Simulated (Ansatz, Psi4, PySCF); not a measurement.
CH₄O, charge -1, doublet, at the geometry of the source list (a state made from the parent by changing its charge; the spin is typed, not shown lowest) (in this run its highest filled SCF level lies above zero, so its values depend strongly on the basis, on diffuse functions most of all). Base run: PySCF with MP2/6-311G**.

PySCF was given this input:
```python
from pyscf import gto, scf, mp

mol = gto.M(
    atom='''
C    -0.362900    0.007400    0.017200
O     0.906800   -0.437700   -0.394800
H    -0.496800   -0.095100    1.099400
H    -1.089800   -0.623700   -0.490200
H    -0.538300    1.050700   -0.266200
H     1.581000    0.098500    0.034600
''',
    basis='6-311g**',
    charge=-1,
    spin=1,
    verbose=4,
)

mf = scf.UHF(mol)
mf.kernel()

pt = mp.MP2(mf)
pt.kernel()
print('E(MP2) = %.10f' % pt.e_tot)
```

The same geometry, method and basis name were run in Ansatz (an electronic-structure program) and Psi4 and PySCF, at each program's defaults and at the settings that a row names. The base is PySCF at its defaults. Differences at the defaults can come from grids, fitting, cores and function types together.

```tsv
code and settings	ΔE vs base (mEh)	basis functions	E (Eh)	SCF cycles
PySCF, defaults (exact integrals, spherical functions, all electrons correlated)	0.000	60	-115.34231	15
Psi4, defaults (density fitting with its default set, spherical functions, all electrons correlated)	0.078	60	-115.34224	18
Ansatz, defaults (factorised integrals, spherical functions, frozen core)	37.689	60	-115.30463	-
PySCF, frozen core	37.687	60	-115.30463	15
Psi4, exact integrals, spherical functions, frozen core	37.687	60	-115.30463	18
Ansatz, high accuracy, frozen core	37.687	60	-115.30463	-
```

Open shells are given as the SCF converged; they aren't shown to be the lowest states, and a large step between rows can be another state.
